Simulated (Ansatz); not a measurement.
```yaml
crystal:
  periodic: [true, true, true]
  atoms:
    - {symbol: C, position_ang: [-0.883368, -3.351080, -1.380964]}
    - {symbol: C, position_ang: [-0.561752, -2.040977, -1.892165]}
    - {symbol: C, position_ang: [0.836014, -1.615454, -1.833707]}
    - {symbol: In, position_ang: [0.979814, -0.175207, -0.089509]}
    - {symbol: C, position_ang: [1.499845, 1.917467, -0.512591]}
    - {symbol: C, position_ang: [0.172775, 2.212909, -0.530277]}
    - {symbol: C, position_ang: [-0.682947, 1.973470, -1.531854]}
    - {symbol: C, position_ang: [0.143435, -0.700635, 1.860643]}
    - {symbol: C, position_ang: [0.204150, 0.557903, 2.796819]}
    - {symbol: C, position_ang: [-0.848564, 1.368783, 3.033579]}
    - {symbol: H, position_ang: [-0.223375, -4.033640, -0.977594]}
    - {symbol: H, position_ang: [-1.965933, -3.683773, -1.488663]}
    - {symbol: H, position_ang: [-1.353279, -1.480066, -2.255274]}
    - {symbol: H, position_ang: [1.041149, -0.973451, -2.634808]}
    - {symbol: H, position_ang: [1.520710, -2.345477, -1.630391]}
    - {symbol: H, position_ang: [2.021553, 1.878052, -1.417604]}
    - {symbol: H, position_ang: [2.185927, 2.362241, 0.265993]}
    - {symbol: H, position_ang: [-0.254118, 2.680280, 0.420115]}
    - {symbol: H, position_ang: [-0.445959, 1.513135, -2.454712]}
    - {symbol: H, position_ang: [-1.854712, 2.162457, -1.378268]}
    - {symbol: H, position_ang: [0.747785, -1.470367, 2.259335]}
    - {symbol: H, position_ang: [-0.891677, -1.065354, 1.737777]}
    - {symbol: H, position_ang: [1.185429, 0.796292, 3.230279]}
    - {symbol: H, position_ang: [-0.722991, 2.229027, 3.633661]}
    - {symbol: H, position_ang: [-1.849467, 1.178870, 2.603798]}
basis:
  gaussian: {orbitals: def2-TZVPD, fitting: {mean_field: def2-universal-jkfit}, final_grid: {core_spheres: 5, valence_spheres: 4, degree: 11}}
hamiltonian: {xc: {name: PBE0}}
output: {forces: true}
```

```sh
$ ansatz run in.yaml --threads 4 --pin off --events-out ev --progress --plain --max-ram 46080MiB --backend cuda --devices 0, --max-vram 37GiB
```

Output, abridged:

```
Error: YAML parse error: error: line 2 column 3: crystal: missing field `lattice` (a structure is typed as `lattice` and `atoms`, a molecule's as `atoms` in Å alone, or read from a run's directory, `checkpoint`)
 --> <input>:2:3
1 | crystal:
2 |   periodic: [true, true, true]
3 |   atoms:
4 |     - {symbol: C, position_ang: [-0.883368, -3.351080, -1.380964]}
```

In this input the molecule is marked periodic without a cell. The input was rejected before any iteration.
